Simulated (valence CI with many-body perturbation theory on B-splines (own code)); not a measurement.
**Pb40+ in brief**

Method: configuration interaction combined with many-body perturbation theory (CI+MBPT): six valence electrons over a frozen Dirac-Fock core [Kr], a basis of 7 s, 7 p, 8 d, 6 f, 4 g, 1 h functions for each j, with the one-electron correlation potential Σ1, the two-electron term Σ2, the three-electron term Σ3, Breit, model QED; selected CI, second order for the rest, scaled by the run's own slope (own B-spline code, finite nucleus).

No measured spectrum was set against this ion. As an estimate, large intervals hold to a few tenths of a per cent, small ones and those within an open d or f shell to about a per cent. Core correlation moves these levels by up to 11000 cm⁻¹, and in measured spectra 5 to 20 % of such shifts remained as error; rates that hang on mixing are uncertain with them. Among the levels kept, up to 720 cm⁻¹ of a level comes from second order outside the variational space, and about a tenth of that is noise between levels of different J, which matters for small intervals. Only levels of the ground parity were solved; by the run's estimate the other parity begins above the list, which can be wrong where configurations are misplaced.

Levels are named by their leading jj configuration (3d3/2^4 stands for four electrons in 3d with j = 3/2), which in mixed levels can hold well under half, so a name can repeat and another be missing.

Rates and lifetimes use the calculated energies. Strong lines usually hold to 10 to 20 %, long lifetimes can be off by a factor of two.

(1) What is the ground level?

(2) Name the longest-lived excited levels whose lifetime is computed, and their main decay.

(3) How well does LS coupling describe the low levels?

(4) What is the ionisation energy?

Results:

(1) (4d3/2^4 4d5/2^2) J=4, composition 40 % 4d⁶ ³F + 30 % 4d⁶ ⁵D + 14 % 4d⁶ ¹G, g = 1.246.

(2) (4d3/2^4 4d5/2^2) J=2 at 25754 cm⁻¹ lives 206 s, mostly by E2 to (4d3/2^4 4d5/2^2) J=4; (4d3/2^4 4d5/2^2) J=0 at 89237 cm⁻¹ lives 623 ms, mostly by E2 to (4d3/2^4 4d5/2^2) J=2; (4d3/2^3 4d5/2^3) J=6 at 256630 cm⁻¹ lives 82.3 ms, mostly by E2 to (4d3/2^4 4d5/2^2) J=4.

(3) Among the lowest 20 levels the leading LS term, summed over configurations, holds 51 % on average. For single configurations the figures are 51 % in LS and 97 % in jj coupling. Terms mix most in the J = 3 level at 491090 cm⁻¹, where the leading one holds 31 %.

(4) 1946 eV; NIST lists 1945 ± 4 eV (theoretical).
